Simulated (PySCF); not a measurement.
## Spinor energies of Pm⁵⁷⁺ (promethium, charge +57)

Start: [He] 2s2. Calculated with PySCF 2.14 in an uncontracted even-tempered set (17 s from 38 bohr⁻², ratio 2.4; 13 p from 50 bohr⁻², ratio 2.4; 5 d from 160 bohr⁻², ratio 2.6; 4 f from 230 bohr⁻², ratio 2.6): generalised Hartree-Fock with the X2C-1e Hamiltonian and a Gaussian nucleus; one run each with spin-orbit coupling (SO) switched off, then screened by Boettger's factors.

```json
{"spinor shell": "1s1/2", "electrons": "2", "ε, spin-free (eV)": "-51540.3", "ε, screened SO (eV)": "-51540.3", "weight of nominal j (screened SO)": "1.000", "rms radius, screened SO (bohr)": "0.0262"}
{"spinor shell": "2s1/2", "electrons": "2", "ε, spin-free (eV)": "-12546.3", "ε, screened SO (eV)": "-12546.3", "weight of nominal j (screened SO)": "1.000", "rms radius, screened SO (bohr)": "0.102"}
```

```json
{"quantity": "E (hartree)", "spin-free": "-4814.78897", "screened SO": "-4814.78897"}
{"quantity": "M_J", "spin-free": "0", "screened SO": "0"}
{"quantity": "⟨J²⟩", "spin-free": "0.000", "screened SO": "0.000"}
{"quantity": "⟨L²⟩", "spin-free": "0.000", "screened SO": "0.000"}
{"quantity": "⟨S²⟩", "spin-free": "0.000", "screened SO": "0.000"}
```

Breit and QED terms are absent; they matter most for the inner s and p1/2 levels.

Densities and radii are taken from the X2C orbitals without a picture-change correction, which distorts them close to the nucleus.

Without spin-orbit coupling the j labels of p, d and f shells carry no meaning; the spin-free column gives the mean over the occupied spinors of each nl shell.
